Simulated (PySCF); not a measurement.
H4BN, quintet, geometry from GFN2-xTB of the parent state (a higher spin typed on purpose: for a closed-shell molecule this is an excited state); MP2/6-31G in PySCF.

Input for PySCF:
```python
from pyscf import gto, scf, mp

mol = gto.M(
    atom='''
B    -0.773072    0.038104   -0.006109
N     0.602765   -0.029710    0.004763
H    -1.389463   -0.957864   -0.026227
H    -1.288779    1.089872    0.005064
H     1.203192    0.777969    0.021946
H     1.121057   -0.892529   -0.003580
''',
    basis='6-31g',
    charge=0,
    spin=4,
    verbose=4,
)

mf = scf.UHF(mol)
mf.kernel()

pt = mp.MP2(mf)
pt.kernel()
print('E(MP2) = %.10f' % pt.e_tot)
```

Output, abridged:

```
PySCF version 2.14.0

[INPUT] verbose = 4
[INPUT] num. atoms = 6
[INPUT] num. electrons = 16
[INPUT] charge = 0
[INPUT] spin (= nelec alpha-beta = 2S) = 4
[INPUT] symmetry False subgroup None
[INPUT] Mole.unit = angstrom
[INPUT] Symbol           X                Y                Z      unit          X                Y                Z       unit  Magmom
[INPUT]  1 B     -0.773072000000   0.038104000000  -0.006109000000 AA   -1.460894354570   0.072006124250  -0.011544336895 Bohr   0.0
[INPUT]  2 N      0.602765000000  -0.029710000000   0.004763000000 AA    1.139060767473  -0.056143763161   0.009000765531 Bohr   0.0
[INPUT]  3 H     -1.389463000000  -0.957864000000  -0.026227000000 AA   -2.625704530217  -1.810100624580  -0.049561847069 Bohr   0.0
[INPUT]  4 H     -1.288779000000   1.089872000000   0.005064000000 AA   -2.435439345091   2.059559590832   0.009569573095 Bohr   0.0
[INPUT]  5 H      1.203192000000   0.777969000000   0.021946000000 AA    2.273703355268   1.470148343402   0.041471929530 Bohr   0.0
[INPUT]  6 H      1.121057000000  -0.892529000000  -0.003580000000 AA    2.118490700027  -1.686635368232  -0.006765219526 Bohr   0.0

nuclear repulsion = 32.5355143010022
number of shells = 18
number of NR pGTOs = 60
number of NR cGTOs = 26
basis = 6-31g
ecp = {}

******** <class 'pyscf.scf.uhf.UHF'> ********
method = UHF
initial guess = minao
damping factor = 0
level_shift factor = 0
DIIS = <class 'pyscf.scf.diis.CDIIS'>
diis_start_cycle = 1
diis_space = 8
diis_damp = 0
SCF conv_tol = 1e-09
SCF conv_tol_grad = None
SCF max_cycles = 50
direct_scf = True
direct_scf_tol = 1e-13
number electrons alpha = 10  beta = 6
Set gradient conv threshold to 3.16228e-05
init E= -81.5490725328813

cycle= 1 E= -80.8849915749994  delta_E= 0.664  |g|= 0.237  |ddm|= 5.85

cycle= 2 E= -80.9268758687982  delta_E= -0.0419  |g|= 0.0986  |ddm|= 0.747

cycle= 3 E= -80.9328025187157  delta_E= -0.00593  |g|= 0.0304  |ddm|= 0.255

cycle= 4 E= -80.9342861977779  delta_E= -0.00148  |g|= 0.00895  |ddm|= 0.167

cycle= 5 E= -80.934452038418  delta_E= -0.000166  |g|= 0.00217  |ddm|= 0.0698

cycle= 6 E= -80.9344617343171  delta_E= -9.7e-06  |g|= 0.000634  |ddm|= 0.0209

cycle= 7 E= -80.934462490966  delta_E= -7.57e-07  |g|= 0.00018  |ddm|= 0.00722

cycle= 8 E= -80.9344625579649  delta_E= -6.7e-08  |g|= 5.04e-05  |ddm|= 0.00281

cycle= 9 E= -80.9344625636988  delta_E= -5.73e-09  |g|= 1.36e-05  |ddm|= 0.00101

cycle= 10 E= -80.9344625641374  delta_E= -4.39e-10  |g|= 2.24e-06  |ddm|= 0.000334

Extra cycle  E= -80.9344625641463  delta_E= -8.9e-12  |g|= 1.17e-06  |ddm|= 3.83e-05
converged SCF energy = -80.9344625641463  <S^2> = 6.0133603  2S+1 = 5.0053412

******** <class 'pyscf.mp.ump2.UMP2'> ********
nocc = (np.int64(10), np.int64(6)), nmo = (26, 26)
E(UMP2) = -81.0683746594645  E_corr = -0.133912095318179
E(SCS-UMP2) = -81.0690547016998  E_corr = -0.134592137553492
E_corr(same-spin) = -0.030118127109603
E_corr(oppo-spin) = -0.103793968208576
E(MP2) = -81.0683746595
```
